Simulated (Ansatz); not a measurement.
Stepwise reaction of `C[O][Ge]([F])([F])[O]C` with hydrogen, as a gas-phase model of exchange steps in deposition or etching. ΔE in kJ/mol; ΔG adds harmonic PBE0-D4 terms to CCSD(T)/CBS, at 1 bar.

Program: Ansatz. Geometries: PBE0-D4/def2-TZVP. ΔE: electronic, gas phase. CCSD(T)/CBS is the MP2 limit (def2-TZVPP, def2-QZVPP) plus CCSD(T) − MP2 in def2-TZVPP, frozen cores. This one scheme is used for every species. DFT in def2-TZVPP. B3LYP here is the variant with VWN-RPA as its local correlation; programs differ in this. For Ge outer-core shells are correlated without core-valence functions, which leaves a few kJ/mol of doubt a bond. Scalar relativity is left out up to krypton. One conformer a species, not always the lowest.

```json
{"step": "1", "reaction": "`C[O][Ge]([F])([F])[O]C` + H₂ → `C[O][GeH]([F])[F]` + CH₃OH", "PBE-D4": "6.9", "B3LYP-D4": "11.2", "ωB97M-V": "10.3", "CCSD(T)/CBS": "13.8", "ΔG(400 K)": "10.7"}
{"step": "2", "reaction": "`C[O][GeH]([F])[F]` + H₂ → `[F][GeH2][F]` + CH₃OH", "PBE-D4": "27.6", "B3LYP-D4": "31.1", "ωB97M-V": "30.7", "CCSD(T)/CBS": "33.5", "ΔG(400 K)": "34.0"}
```

Q: By hand: ΔE of the 2 steps together at CCSD(T)/CBS.

A: (13.8) + (33.5) = 47.3 kJ/mol, or 23.6 kJ/mol a step.

In ΔE each step is higher than the one before. All are uphill at CCSD(T)/CBS. ΔG lies between 10.7 and 34.0 kJ/mol a step. PBE-D4 differs from CCSD(T)/CBS by -6.9 to -5.9 kJ/mol a step. Isolated molecules leave out the surface, adducts and barriers. Largest T1 diagnostic: 0.012.
